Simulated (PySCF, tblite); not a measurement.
C6H7FSSi.
Structure used (GFN2-xTB), in Å, numbered top down from 1:
```
atom  x, y, z in Å
C1     3.6430   -0.1338    0.1956
C2     2.4656    0.0245    0.0155
C3     1.0747    0.1771   -0.1605
C4     0.6394    1.1567   -0.9688
S5    -0.9959    1.6236   -1.3452
C6    -2.0346    0.7285   -0.1324
F7    -1.8457    1.2872    1.1092
C8    -1.7566   -0.7528   -0.0755
Si9   -0.0502   -1.0445    0.7302
H10    4.6737   -0.2612    0.3421
H11    1.3308    1.7995   -1.4982
H12   -3.0615    0.9742   -0.4308
H13   -2.5466   -1.2334    0.5013
H14   -1.8016   -1.1521   -1.0874
H15    0.3694   -2.4152    0.4303
H16   -0.1117   -0.7693    2.1655
```

Method: CAM-B3LYP/def2-SVPD in PySCF (dipole) on a GFN2-xTB geometry, gas phase.

Take the most abundant isotopes and a rigid rotor. The values belong to one conformer with, in the numbering `[CH:1]#[C:2][C:3]1=[CH:4][S:5][C@H:6]([F:7])[CH2:8][SiH2:9]1`, C3–C4–S5–C6 12°, C4–S5–C6–F7 71°, S5–C6–C8–Si9 71°, C6–C8–Si9–C3 -47°.

Give the principal moments of inertia and the rotational constants in MHz.

Ia = 262.35, Ib = 551.24, Ic = 703.83 u·Å²; 505379 MHz·u·Å²/I gives A = 1926, B = 916.8, C = 718.0 MHz.

Classify the top.

An asymmetric top. Ray's parameter κ = (2B − A − C)/(A − C) = -0.671; −1 is the prolate and +1 the oblate limit.

Is it planar, by Δ = Ic − Ia − Ib?

Not planar: Δ = Ic − Ia − Ib = -109.76 u·Å². For a rigid frame Δ = −2 Σ m c², so Σ m c² = 54.88 u·Å² lies off the ab plane: 7.21 from hydrogen and 47.67 from heavier atoms. The atom farthest from that plane is 1.89 Å away.

Give the other two planar moments, Paa and Pbb, and the rms extents of the mass along the axes.

Paa = Σ m a² = (Ib + Ic − Ia)/2 = 496.36 and Pbb = Σ m b² = (Ia + Ic − Ib)/2 = 207.47 u·Å². With the mass M = 158.00 u, the rms extents √(P/M) along a, b and c are 1.77, 1.15, 0.59 Å.

Where do the levels up to J = 2 lie, in MHz?

Above 0(0,0):
J = 1: 1(0,1) 1635, 1(1,1) 2644, 1(1,0) 2843
J = 2: 2(0,2) 4878, 2(1,2) 5715, 2(1,1) 6312, 2(2,1) 9340, 2(2,0) 9367
Those of J = 1 are B + C, A + C and A + B.

Which types of transition are allowed, and where do some lines up to J = 5 fall?

The dipole components are |μa| = 0.73 D, |μb| = 0.70 D, |μc| = 1.54 D. Intensities carry the squares of the components, which stand as 0.22 : 0.20 : 1.00 (a : b : c). Some lines, for components of 0.1 D or more:

| type | branch | J(Ka,Kc) | MHz | lower level (cm⁻¹) |
| --- | --- | --- | --- | --- |
| c | R | 1(1,0) ← 0(0,0) | 2843 | 0.000 |
| a | R | 2(1,2) ← 1(1,1) | 3071 | 0.088 |
| b | Q | 5(1,4) ← 5(0,5) | 3182 | 0.791 |
| a | R | 2(1,1) ← 1(1,0) | 3468 | 0.095 |
| b | Q | 5(3,2) ← 5(2,3) | 5019 | 0.990 |
| a | R | 3(1,2) ← 2(1,1) | 5185 | 0.211 |
| b | Q | 3(3,0) ← 3(2,1) | 5433 | 0.479 |
| a | R | 4(1,4) ← 3(1,3) | 6095 | 0.344 |
| a | R | 4(3,2) ← 3(3,1) | 6586 | 0.661 |
| c | R | 3(1,2) ← 2(0,2) | 6618 | 0.163 |
| a | R | 4(2,2) ← 3(2,1) | 6760 | 0.479 |
| b | Q | 5(4,1) ← 5(3,2) | 7650 | 1.157 |
| a | R | 5(4,1) ← 4(4,0) | 8234 | 1.138 |
| c | R | 4(1,3) ← 3(0,3) | 8694 | 0.323 |
| b | Q | 5(5,0) ← 5(4,1) | 9925 | 1.413 |
| b | R | 3(3,1) ← 2(2,0) | 10438 | 0.312 |
| b | R | 5(2,4) ← 4(1,3) | 10506 | 0.613 |

Estimate the classical rotational partition function at 50 K, 298.15 K and 500 K.

Point group C1, symmetry number σ = 1; q = (√π/σ)·√((kT/h)³/(ABC)), k/h = 20836.6 MHz/K: 52900 at 50 K, 771000 at 298.15 K, 1670000 at 500 K.

Its GFN2-xTB frequencies are all real (lowest 44 cm⁻¹). No vibrational averaging or centrifugal distortion is included, and the geometry carries the error of its method.
